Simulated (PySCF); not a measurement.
# Computed records: AlF$_{2}$

All values are calculated (PySCF 2.14.0). Calculation on a computer-drawn molecule: vertical ionisation energy to the stated ion spin, frozen-core CCSD(T) at the basis limit and cheaper methods, single-reference cases, UHF for radicals, no spin-orbit; all values are single points at the evaluated structure, the first of each entry, which is the reference or a displaced copy of it and isn't optimised; the reference structure only sets the zero of the energies above reference; triples share is (T) over the correlation energy.

Common to all runs: charge 1; multiplicity 1; ion multiplicity 2; diffuse functions no; basis cc-pV(n+d)Z; reference is the Hartree-Fock double-zeta minimum; best is HF at quadruple zeta + MP2 correlation extrapolated from triple and quadruple zeta + CCSD(T) minus MP2 at triple zeta; basis step is the size of the change from the same recipe one zeta lower.

(1) AlF$_{2}$

Evaluated structure:
```xyz
3
AlF2
F     -0.9836    -2.1384     0.1307
Al    -2.0607    -0.9884    -0.3865
F     -2.9825     0.0736    -0.7633
```

Reference structure:
```xyz
3
AlF2
F     -1.0016    -2.1195     0.0758
Al    -2.0302    -0.9918    -0.3805
F     -3.0589     0.1359    -0.8369
```

The calculation gives: ionisation energy best 22.66 eV; ionisation energy basis step 0.01275 eV; energy above reference best 12.77 kcal/mol; energy above reference basis step 0.3298 kcal/mol; ionisation energy Koopmans at triple zeta 24.21 eV; ionisation energy EOM CCSD at triple zeta 22.51 eV; total energy HF triple zeta -440.6849 hartree; total energy CCSD(T) triple zeta -441.2539 hartree; total energy best -441.3635 hartree; T1 diagnostic at triple zeta 0.01492; D1 diagnostic at triple zeta 0.03335; ion T1 diagnostic at triple zeta 0.01409; ion D1 diagnostic at triple zeta 0.03596; ion spin squared at triple zeta 0.7539; triples share at triple zeta 0.02808; basis functions triple zeta 99.

Drawn bonds:
| atom | other atom | order |
| --- | --- | --- |
| 1 | 2 | 1 |
| 2 | 3 | 1 |

Triple zeta:
| method | ionisation energy (eV) | energy above reference (kcal/mol) |
| --- | --- | --- |
| HF | 20.65 | 10.86 |
| PBE | 21.91 | 13.57 |
| r2SCAN | 22.06 | 12.63 |
| B3LYP | 22.41 | 12.71 |
| wB97X | 22.56 | 12.6 |
| MP2 | 22.75 | 13.25 |
| CCSD | 22.38 | 12.62 |
| CCSD(T) | 22.48 | 12.92 |

(2) AlF$_{2}$

Evaluated structure:
```xyz
3
AlF2
F     -0.9836    -2.1384     0.1307
Al    -2.0276    -1.0238    -0.3706
F     -2.9494     0.0382    -0.7474
```

Reference structure:
```xyz
3
AlF2
F     -1.0016    -2.1195     0.0758
Al    -2.0302    -0.9918    -0.3805
F     -3.0589     0.1359    -0.8369
```

The calculation gives: ionisation energy best 23.05 eV; ionisation energy basis step 0.01871 eV; energy above reference best 11.1 kcal/mol; energy above reference basis step 0.6048 kcal/mol; ionisation energy Koopmans at triple zeta 24.55 eV; ionisation energy EOM CCSD at triple zeta 22.89 eV; total energy HF triple zeta -440.6894 hartree; total energy CCSD(T) triple zeta -441.2564 hartree; total energy best -441.3661 hartree; T1 diagnostic at triple zeta 0.01435; D1 diagnostic at triple zeta 0.03186; ion T1 diagnostic at triple zeta 0.01449; ion D1 diagnostic at triple zeta 0.04177; ion spin squared at triple zeta 0.7538; triples share at triple zeta 0.02759; basis functions triple zeta 99.

Drawn bonds:
| atom | other atom | order |
| --- | --- | --- |
| 1 | 2 | 1 |
| 2 | 3 | 1 |

Triple zeta:
| method | ionisation energy (eV) | energy above reference (kcal/mol) |
| --- | --- | --- |
| HF | 21.07 | 8.004 |
| PBE | 22.12 | 12.58 |
| r2SCAN | 22.29 | 11 |
| B3LYP | 22.65 | 11.16 |
| wB97X | 22.9 | 10.93 |
| MP2 | 23.13 | 11.8 |
| CCSD | 22.77 | 10.82 |
| CCSD(T) | 22.86 | 11.32 |

(3) AlF$_{2}$

Evaluated structure:
```xyz
3
AlF2
F     -0.9836    -2.1384     0.1307
Al    -2.0425    -1.0078    -0.3778
F     -2.9643     0.0542    -0.7546
```

Reference structure:
```xyz
3
AlF2
F     -1.0016    -2.1195     0.0758
Al    -2.0302    -0.9918    -0.3805
F     -3.0589     0.1359    -0.8369
```

The calculation gives: ionisation energy best 22.87 eV; ionisation energy basis step 0.01592 eV; energy above reference best 11.62 kcal/mol; energy above reference basis step 0.4834 kcal/mol; ionisation energy Koopmans at triple zeta 24.39 eV; ionisation energy EOM CCSD at triple zeta 22.72 eV; total energy HF triple zeta -440.6878 hartree; total energy CCSD(T) triple zeta -441.2556 hartree; total energy best -441.3653 hartree; T1 diagnostic at triple zeta 0.0146; D1 diagnostic at triple zeta 0.03251; ion T1 diagnostic at triple zeta 0.01426; ion D1 diagnostic at triple zeta 0.03877; ion spin squared at triple zeta 0.7538; triples share at triple zeta 0.02781; basis functions triple zeta 99.

Drawn bonds:
| atom | other atom | order |
| --- | --- | --- |
| 1 | 2 | 1 |
| 2 | 3 | 1 |

Triple zeta:
| method | ionisation energy (eV) | energy above reference (kcal/mol) |
| --- | --- | --- |
| HF | 20.88 | 9.056 |
| PBE | 22.02 | 12.79 |
| r2SCAN | 22.19 | 11.5 |
| B3LYP | 22.55 | 11.62 |
| wB97X | 22.75 | 11.44 |
| MP2 | 22.95 | 12.21 |
| CCSD | 22.59 | 11.39 |
| CCSD(T) | 22.69 | 11.8 |

(4) AlF$_{2}$

Evaluated structure:
```xyz
3
AlF2
F     -0.9836    -2.1384     0.1307
Al    -2.2426    -0.7942    -0.4738
F     -3.1644     0.2678    -0.8506
```

Reference structure:
```xyz
3
AlF2
F     -1.0016    -2.1195     0.0758
Al    -2.0302    -0.9918    -0.3805
F     -3.0589     0.1359    -0.8369
```

The calculation gives: ionisation energy best 20.85 eV; ionisation energy basis step 0.01052 eV; energy above reference best 42.05 kcal/mol; energy above reference basis step 1.251 kcal/mol; ionisation energy Koopmans at triple zeta 22.69 eV; ionisation energy EOM CCSD at triple zeta 20.72 eV; total energy HF triple zeta -440.6283 hartree; total energy CCSD(T) triple zeta -441.2077 hartree; total energy best -441.3168 hartree; T1 diagnostic at triple zeta 0.01853; D1 diagnostic at triple zeta 0.04515; ion T1 diagnostic at triple zeta 0.0143; ion D1 diagnostic at triple zeta 0.03789; ion spin squared at triple zeta 0.755; triples share at triple zeta 0.03089; basis functions triple zeta 99.

Drawn bonds:
| atom | other atom | order |
| --- | --- | --- |
| 1 | 2 | 1 |
| 2 | 3 | 1 |

Triple zeta:
| method | ionisation energy (eV) | energy above reference (kcal/mol) |
| --- | --- | --- |
| HF | 18.64 | 46.35 |
| PBE | 20.76 | 38.99 |
| r2SCAN | 20.69 | 41.39 |
| B3LYP | 20.91 | 41.07 |
| wB97X | 20.69 | 42.03 |
| MP2 | 20.92 | 41.86 |
| CCSD | 20.5 | 42.81 |
| CCSD(T) | 20.64 | 41.9 |

(5) AlF$_{2}$

Evaluated structure:
```xyz
3
AlF2
F     -0.9836    -2.1384     0.1307
Al    -2.2549    -0.7811    -0.4798
F     -3.1767     0.2809    -0.8566
```

Reference structure:
```xyz
3
AlF2
F     -1.0016    -2.1195     0.0758
Al    -2.0302    -0.9918    -0.3805
F     -3.0589     0.1359    -0.8369
```

The calculation gives: ionisation energy best 20.74 eV; ionisation energy basis step 0.01194 eV; energy above reference best 44.57 kcal/mol; energy above reference basis step 1.346 kcal/mol; ionisation energy Koopmans at triple zeta 22.61 eV; ionisation energy EOM CCSD at triple zeta 20.62 eV; total energy HF triple zeta -440.6236 hartree; total energy CCSD(T) triple zeta -441.2037 hartree; total energy best -441.3128 hartree; T1 diagnostic at triple zeta 0.01879; D1 diagnostic at triple zeta 0.04623; ion T1 diagnostic at triple zeta 0.01437; ion D1 diagnostic at triple zeta 0.03833; ion spin squared at triple zeta 0.7552; triples share at triple zeta 0.03109; basis functions triple zeta 99.

Drawn bonds:
| atom | other atom | order |
| --- | --- | --- |
| 1 | 2 | 1 |
| 2 | 3 | 1 |

Triple zeta:
| method | ionisation energy (eV) | energy above reference (kcal/mol) |
| --- | --- | --- |
| HF | 18.51 | 49.31 |
| PBE | 20.69 | 41.28 |
| r2SCAN | 20.6 | 43.89 |
| B3LYP | 20.81 | 43.55 |
| wB97X | 20.57 | 44.6 |
| MP2 | 20.82 | 44.39 |
| CCSD | 20.39 | 45.42 |
| CCSD(T) | 20.53 | 44.43 |
